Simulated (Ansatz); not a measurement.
Harmonic frequencies (cm⁻¹) at PBE0-D4/def2-TZVP from Ansatz: 118, 310, 484, 513, 544, 616, 691, 718, 781, 839, 949, 1036, 1106, 1421, 2221, 2233, 3083, 3156.

Question: Which molecule is it?
A. `SC1[SiH2]S1`
B. `B[O][Al]([OH])[F]`
C. `N=C=C(O)O`
D. `C1[SiH2]SS1`

Answer: D.
